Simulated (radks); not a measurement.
Q: Species: Tb. Configuration: [Xe] 4f9 6s2. Calculated with a radial shooting solver on a logarithmic mesh with Libxc functionals: Dirac Kohn-Sham, PBEsol, spin-unpolarised, spherical densities, point nucleus; open shells are shared between the two j in proportion to 2j + 1; speed of light set to 411.108 atomic units (3 times the physical value, a model run).

Spin-orbit splittings of the eigenvalues, e(l+1/2) - e(l-1/2), with zeta = 2 splitting/(2l+1) and mean radii in bohr:

shell  occ.  splitting (eV)  zeta (eV)  <r> j=l-1/2  <r> j=l+1/2
2p        6           72.72      48.48      0.08328      0.08402
3p        6               ?          ?       0.2438       0.2452
3d       10           3.712      1.485       0.2172       0.2177
4p        6           3.274      2.183       0.5866       0.5898
4d       10          0.6811     0.2724       0.6242       0.6254
4f        9         0.09496    0.02713       0.8585       0.8603
5p        6          0.4102     0.2735        1.607        1.618
5d        0         0.02417   0.009670        3.149        3.165
6p        0         0.02138    0.01425        5.849        5.886

Estimate the 3p splitting.

A: 14.87 eV (zeta = 9.910 eV).
